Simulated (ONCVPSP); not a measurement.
**Before and after: ONCV potential for Co**

ONCVPSP 4.0.1 input, shortened (lines: element, Z, core and valence counts, functional; n l f; lmax; l rc ep ncon nbas qcut; lloc lpopt rc5 dvloc0; l nproj debl; icmod fcfact rcfact), LDA (Perdew-Wang 92), scalar-relativistic:

```
  Co 27.00    4    3  -001012      upf
    1    0    2.00
    2    0    2.00
    2    1    6.00
    3    0    2.00
    3    1    6.00
    3    2    7.00
    4    0    1.50
    3
    0    1.90    0.00    4    7    4.10
    1    1.05    0.00    5    8   11.80
    2    1.70    0.00    4    9    7.40
    3    2.05    0.03    3    6    6.30
    4    4    0.90    4.00
    0    2    3.60
    1    1    2.80
    2    2    2.00
    3    2    1.60
    1    0.65    0.00
```

Change: local potential polynomial inside 0.90 bohr (lpopt 4, dvloc0 2.5 Ha).

Cutoffs: the cutoffs (Ha) at which the residual kinetic energy of the hardest occupied pseudo-wave falls to 1 and 0.1 mHa per electron; they do not see the model core or the augmentation charge, which bear on the density cutoff. Errors are all-electron minus pseudo energies relative to the spin-unpolarised reference configuration.

What does the change do?

The potential gets neither clearly harder nor softer (35 Ha and 99 Ha → 35 Ha and 99 Ha); the lowest positive-energy flag moves from s at 39.1 eV to s at 17.8 eV; the errors of the 4 common tests hardly move; neither file shows a bound ghost.

| quantity | base | changed |
| --- | --- | --- |
| cutoff, loose | 35 Ha | 35 Ha |
| cutoff, tight | 99 Ha | 99 Ha |
| bound ghosts | none | none |
| GHOST(+) flags under 300 eV | s at 39.1 eV | s at 17.8 eV |
| error for 3p6 3d7 4s2, meV [ΔE -3.72 eV] | +0.4 | +0.4 |
| error for 3p6 3d7 4s1, meV [ΔE 5.57 eV] | -0.8 | -0.7 |
| error for 3p6 3d7 4s0, meV [ΔE 22.65 eV] | -8.3 | -8.2 |
| error for 3p6 3d8 4s1, meV [ΔE -4.96 eV] | +38 | +39 |
| s: phases at 1.92 bohr within 0.05 rad from the reference energy up to (Ha; the scan ends near 5) | 1.3 | 0.6 |
| p: phases at 1.06 bohr within 0.05 rad from the reference energy up to (Ha; the scan ends near 5) | to the end of the scan | to the end of the scan |
| d: phases at 1.73 bohr within 0.05 rad from the reference energy up to (Ha; the scan ends near 5) | to the end of the scan | to the end of the scan |
| f: phases at 2.08 bohr within 0.05 rad from the reference energy up to (Ha; the scan ends near 5) | 4.7 | 4.5 |
| rms error of d²Exc/dni dnj with the model core, mHa | 1.20 | 1.20 |
